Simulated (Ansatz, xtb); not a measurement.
Ligand exchange: IBr + C3H8O → HOI + C3H7Br

Gas-phase species: IBr (iodine monobromide), singlet; C3H8O (1-propanol) `CCCO`, singlet; HOI (hypoiodous acid) `OI`, singlet; C3H7Br (1-bromopropane) `CCCBr`, singlet. The partners trade Br for OH: I–Br and C–OH bonds give way to I–OH and C–Br.

Shapes, held fixed at every level: PBE0-D4/def2-TZVP. Flexible molecules stand in one conformer, not always the lowest. Programs: Ansatz 0.2.0, xtb 6.7.1. Electronic energies: no zero-point or thermal term.

Question: Estimate ΔE of this reaction.

Answer: The highest level, CCSD(T)/def2-TZVPP, gives ΔE = +64.4 kJ/mol; the levels span +60.6 to +135.9. GFN1-xTB strays far from the other rows. The column of differences is taken from that level and isn't an error. No measured value is set beside it here. For atoms past krypton def2 sets carry core potentials with scalar relativity. Relativity is left out for Br. Outer-core shells of Br, I are correlated, in sets that cover them unevenly.

```csv
level,kind,ΔE (kJ/mol),less CCSD(T)/def2-TZVPP
GFN1-xTB,semi-empirical,+135.9,+71.5
HF/def2-TZVPP,Hartree–Fock,+95.5,+31.1
PBE0-D4/def2-TZVPP,global hybrid,+76.8,+12.4
wB97M-V/def2-TZVPP,range-separated hybrid,+72.3,+7.9
wB97X-V/def2-TZVPP,range-separated hybrid,+72.0,+7.6
B2PLYP/def2-TZVPP,double hybrid,+69.8,+5.4
MP2/def2-TZVPP,perturbation theory,+60.6,-3.8
CCSD/def2-TZVPP,coupled cluster or CI,+69.6,+5.2
CCSD(T)/def2-TZVPP,coupled cluster or CI,+64.4,0.0
```
